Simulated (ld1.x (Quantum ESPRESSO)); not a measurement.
Configuration tests for cobalt (Co) (TM)

Co (Z = 27), norm-conserving Troullier–Martins (Kleinman–Bylander form), made with ld1.x (Quantum ESPRESSO) 7.5 (LDA (PZ), scalar-relativistic). Core [Ar], reference 3d8 4s1 4p0. Waves: 4p (bound, empty): rc 4.05 bohr; 3d (bound): rc 1.05 bohr; 4s (bound): rc 1.70 bohr. Local part: the s channel. Core correction: none.

Energies are relative to the spin-unpolarised reference configuration 3d8 4s1 4p0; without spin polarisation the order of configurations can differ from experiment. Spin-polarised rows fill each open shell by Hund’s rule, majority spin first. Not all tests gave a result: 2 of 9 tests not solved or not reliable. The frozen-core shift is the all-electron ΔE with the core orbitals held at their reference shape minus the fully relaxed ΔE.

```csv
valence configuration,charge,ΔE all-electron (eV),error AE − PS (meV),frozen-core shift (meV)
3d7 4s2 4p0,0,1.239,-216,n/a
3d7 4s1 4p0,+1,10.534,-176,+58
3d7 4s0 4p0,+2,27.619,-149,+63
3d6 4s2 4p1,0,11.011,-1095,+424
3d8 4s1 4p0 (spin-polarised),0,-1.140,+745,+2.0
```

Task: What are ΔE and the potential's error for 3d7 4s2 4p0 (spin-polarised)?

Result: ΔE = -0.745 eV all-electron; the error (AE − PS) is +1682 meV.

Task: What are ΔE and the potential's error for 3d5 4s0 4p0?

Result: ΔE = 119.459 eV all-electron; the error (AE − PS) is -3485 meV.
